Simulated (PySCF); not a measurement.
The numbers below are computed, except where a source is named.
## C2H7OSi

C2H7OSi is a small molecule (built as: Si site whose three back bonds go to CH3, CH3, OH), neutral, doublet. The structure, one conformer, was relaxed in the gas phase by PBE0-D3(BJ)/def2-SVP. No frequency run checks that it is a minimum.

SMILES: C[Si](C)O

```tsv
atom	x (Å)	y (Å)	z (Å)
Si1	-0.118	-0.599	-0.407
C2	0.860	0.853	-1.077
C3	-1.275	-0.044	0.976
O4	1.033	-1.684	0.164
H5	1.495	0.549	-1.923
H6	0.189	1.656	-1.417
H7	1.517	1.257	-0.287
H8	-0.696	0.438	1.784
H9	-1.831	-0.888	1.413
H10	-2.008	0.683	0.594
H11	0.688	-2.522	0.487
```

EPR values by unrestricted B3LYP, IGLO-III on C O Si, pcH-1 on H.

Task: Predict g and the largest hyperfine couplings. Where does the spin sit?

Result: g = 2.0014, 2.0021, 2.0036. The spin sits on Si1 (84 %, bonded to 2 C + 1 O) by Mulliken populations.
| atom | isotope | isotropic (MHz) | dipolar, principal values (MHz) |
| --- | --- | --- | --- |
| Si1 | 29Si | -566.7 | -144.0, 71.4, 72.6 |
| C3 | 13C | 70.6 | -6.8, -6.1, 12.9 |
| C2 | 13C | 51.6 | -5.5, -4.8, 10.2 |
| H8 | 1H | 49.0 | -4.6, -0.3, 4.9 |
| H7 | 1H | 45.4 | -4.0, -0.3, 4.3 |
| O4 | 17O | -12.9 | -29.6, 14.2, 15.4 |

Task: How do the isotropic couplings move with BHandHLYP?

Result: Si1 -566.7 to -601.2 MHz, C3 70.6 to 71.2 MHz, C2 51.6 to 52.5 MHz, H8 49.0 to 48.3 MHz.
